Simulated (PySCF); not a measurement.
# ReH6 at several levels of theory

Computed with PySCF 2.14.0 (density fitting, no spin-orbit coupling) at the geometry relaxed with TPSS:

```xyz
7
ReH6 (doublet)
Re    0.0000    0.0000   -0.1209
H     1.0528    0.0000    1.1634
H    -0.5264    0.9118    1.1634
H    -0.5264   -0.9118    1.1634
H     1.5472    0.0000   -0.7472
H    -0.7736    1.3400   -0.7472
H    -0.7736   -1.3399   -0.7472
```

```json
{"level": "TPSS", "basis": "Re def2-SVP with ECP60, H def2-SVP", "state": "doublet", "HOMO (eV)": "-4.78", "gap (eV)": "0.52", "charge on Re1 (e)": "0.55", "dipole about the centre of mass (D)": "0.18", "largest force component (eV/Å)": "0.00"}
{"level": "TPSS", "basis": "Re def2-TZVP with ECP60, H def2-TZVP", "state": "doublet", "HOMO (eV)": "-4.82", "gap (eV)": "0.52", "charge on Re1 (e)": "-0.23", "dipole about the centre of mass (D)": "0.10", "largest force component (eV/Å)": "0.20"}
{"level": "TPSS", "basis": "Re x2c-SVPall, H x2c-SVPall", "state": "doublet", "HOMO (eV)": "-4.92", "gap (eV)": "0.46", "charge on Re1 (e)": "-0.39", "dipole about the centre of mass (D)": "0.09", "largest force component (eV/Å)": "0.43"}
```

HOMO and gap are taken over both spins. Charges are Mulliken's, which hang on the basis. The relaxation used the grid (50, 194), these runs (75, 302) or, all-electron (x2c bases, spin-free X2C Hamiltonian), (99, 590).

(1) Order these levels, in the first row's basis, by the HOMO–LUMO gap they give here, smallest first.
A. BP86
B. BLYP
C. B3LYP
D. revPBE

(2) And their other results?

No frequency check is given that shows the relaxed geometry to be a minimum. Open shells may have lower solutions than the one found.

A gap near or under zero over both spins lies within a partly filled shell and is no excitation energy.

## Answers

(1) B (0.29 eV), A (0.35 eV), D (0.41 eV), C (1.89 eV).

(2) 
| level | state | HOMO (eV) | gap (eV) | charge on Re1 (e) | dipole about the centre of mass (D) | largest force component (eV/Å) |
| --- | --- | --- | --- | --- | --- | --- |
| revPBE | doublet | -4.59 | 0.41 | 0.38 | 0.09 | 0.12 |
| B3LYP | doublet | -5.59 | 1.89 | 0.52 | 0.15 | 0.26 |
| BLYP | doublet | -4.45 | 0.29 | 0.42 | 0.12 | 0.11 |
| BP86 | doublet | -4.73 | 0.35 | 0.40 | 0.09 | 0.12 |
